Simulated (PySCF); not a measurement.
From computed data to an observable: dipole moment from atomic charges

CH₃ClOSi, SMILES CO[Si]Cl (connectivity only; charge and spin as stated), neutral, multiplicity 1. Atoms are numbered in the order given.

```xyz
7

Si     1.1130    -0.1981     0.0000
Cl    -0.6005    -1.4475     0.0000
O      0.4373     1.3011     0.0000
C     -0.8725     1.8349     0.0000
H     -1.6291     1.0350     0.0000
H     -1.0044     2.4636     0.8942
H     -1.0044     2.4636    -0.8942
```
Charge 0, spin multiplicity 1.

Geometry optimised at ωB97X-D3(BJ)/def2-SVP. The values are those of a single conformer.

Charges (e) from PySCF with ωB97X/def2-TZVPD:

```csv
atom,ESP fit,IAO
Si1,0.130,0.720
Cl2,-0.133,-0.359
O3,-0.157,-0.605
C4,-0.146,-0.196
H5,0.094,0.140
H6,0.105,0.150
H7,0.105,0.150
```

The dipole moment of the full density is 1.60 D.

Q: What dipole moment does each set of point charges give, and which comes closer to that of the density?

A: 
μ = Σ q r, and 1 e Å = 4.8032 D.
ESP fit: Σ q r = (-0.081, 0.309, 0.000) e Å, |μ| = 1.54 D.
IAO: Σ q r = (0.394, 0.114, 0.000) e Å, |μ| = 1.97 D.
ESP fit comes closer in size. Point charges leave out the atoms' own dipoles (lone pairs, polarised bonds); fits to the potential absorb them, partitions of the density don't.
